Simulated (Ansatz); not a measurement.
Program: Ansatz. Geometries: PBE0-D4/def2-TZVP. ΔE: electronic, gas phase. CBS: MP2 limit from def2 TZ/QZ plus the TZ coupled-cluster correction, frozen cores. Functionals use def2-TZVPP. def2 core potentials past Kr. For W outer-core shells are correlated without core-valence functions, which leaves a few kJ/mol of doubt a bond. One conformer a species, not always the lowest.

Consider the substitution at a C–Al bond: `C[BH][Al]([CH3])[F]` + `[O]=[W]([OH])([OH])([Cl])[Cl]` → `C[O][W](=[O])([OH])([Cl])[Cl]` + `C[BH][AlH][F]`.

| level | ΔE (kcal/mol) | difference from CCSD(T)/CBS |
| --- | --- | --- |
| PBE | 20.1 | 0.6 |
| PBE0 | 20.4 | 0.9 |
| HF/def2-TZVPP | 16.7 | -2.8 |
| SCS-MP2/def2-TZVPP | 17.7 | -1.8 |
| CCSD/def2-TZVPP | 18.6 | -0.9 |
| HF/def2-QZVPP | 16.6 | -2.9 |
| MP2/def2-QZVPP | 19.6 | 0.1 |
| HF/CBS(def2) | 16.6 | -2.9 |
| MP2/CBS(def2) | 20.1 | 0.6 |
| CCSD/CBS(def2) | 19.7 | 0.2 |
| CCSD(T)/CBS | 19.5 | 0 |

Largest T1 diagnostic among the species: 0.021, so the coupled-cluster value is less sure than usual.

The D4 term adds −1.1 kcal/mol with B3LYP and −0.6 kcal/mol with PBE0; it sums over pairs of atoms, weighted by their polarisabilities, and B3LYP, whose exchange is more repulsive, gets the larger term. In def2-TZVPP, CCSD(T) changes the Hartree–Fock value by +1.7 kcal/mol (the triples alone add −0.2 kcal/mol) and MP2 by +2.3 kcal/mol.

B3LYP here is the variant with VWN-RPA as its local correlation; programs differ in this.
